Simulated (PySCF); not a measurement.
Compound: C5H11O2 (doublet state).
Geometry (GFN2-xTB, Å), atoms numbered from 1 in this order:
```
atom  x, y, z in Å
C1    -2.712    0.444   -0.175
C2    -1.222    0.619    0.083
C3    -0.380   -0.330   -0.816
O4    -0.701   -1.675   -0.549
C5     1.075   -0.064   -0.641
O6     1.627   -0.557    0.517
C7     2.948   -0.170    0.777
H8    -2.984   -0.602   -0.061
H9    -3.293    1.038    0.526
H10   -2.962    0.755   -1.187
H11   -0.921    1.649   -0.116
H12   -0.991    0.389    1.125
H13   -0.657   -0.155   -1.862
H14   -0.254   -1.915    0.271
H15    1.532    0.808   -1.083
H16    3.039    0.921    0.829
H17    3.629   -0.542    0.003
H18    3.218   -0.606    1.738
```

The hyperfine couplings belong to this conformer and change with its torsions.

The species is `CC[C@H](O)[CH]OC` [radical].

Computed with UKS B3LYP, pcH-1 on C H O, non-relativistic, mean-field spin-orbit, GIAO in PySCF. The structure is a single GFN2-xTB conformer in the gas phase; no vibrational or solvent corrections. A GFN2-xTB geometry isn't a minimum of the functional, and hyperfine couplings can be far from their values at a DFT geometry. Stability of the SCF solution: not tested.

(1) Break the g tensor into its mass correction, gauge correction and orbital-Zeeman/spin–orbit terms.

(2) At 93.508 GHz, how far is the centre of the isotropic spectrum from where a free electron (g = 2.002319) resonates?

(3) How much does each term add to the isotropic shift?

(4) What are the electron Larmor frequencies g μB B/h along the three axes at 350 mT?

(5) In a frozen sample, at which fields do the three g values resonate at 9.5, 34, 94 and 263 GHz (hyperfine left aside), and which band first spreads them over more than twice a line width of 1.0 mT?

Answers

(1) 
| Δg (ppm) | 1 | 2 | 3 |
| --- | --- | --- | --- |
| relativistic mass correction | -191 | -191 | -191 |
| gauge correction | -1 | 54 | 33 |
| orbital Zeeman/spin–orbit | -40 | 832 | 1882 |
| total | -232 | 694 | 1723 |

So g = 2.00209, 2.00301, 2.00404 and g_iso = 2.00305; the tensor is rhombic: the two nearest values differ by 47 % of g3 − g1. 

(2) B = hν/(g μB) with μB/h = 13.99624 MHz/mT gives 3336.60 mT for the free electron and 3335.38 mT at g_iso, 1.21 mT lower.

(3) The orbital-Zeeman/spin–orbit term 891, the mass correction -191 and the gauge correction 29 ppm, for a total of 728 ppm. The orbital-Zeeman/spin–orbit term is the largest in size. The mass correction is the same along every axis, so the anisotropy comes from the other two: their spans along these axes are 55 (gauge) and 1921 ppm (orbital Zeeman/spin–orbit).

(4) 9.8076, 9.8121, 9.8172 GHz for g1, g2 and g3, a range of 9.6 MHz.

(5) 
| band | GHz | B(g3) mT | B(g2) mT | B(g1) mT | spread mT |
| --- | --- | --- | --- | --- | --- |
| X | 9.5 | 338.69 | 338.87 | 339.02 | 0.33 |
| Q | 34.0 | 1212.16 | 1212.78 | 1213.35 | 1.18 |
| W | 94.0 | 3351.27 | 3352.99 | 3354.54 | 3.27 |
| J | 263.0 | 9376.42 | 9381.24 | 9385.58 | 9.16 |

The spread grows in proportion to the frequency. W band is the first where it exceeds 2.0 mT.

The Mulliken spin populations are largest on C5 (+0.90) and O6 (+0.11). No atom but C5 exceeds +0.15. The angles at C5 add up to 353.6°, so it is slightly pyramidal.

The HOMO–LUMO gaps are 5.91 eV among the α and 6.21 eV among the β orbitals.
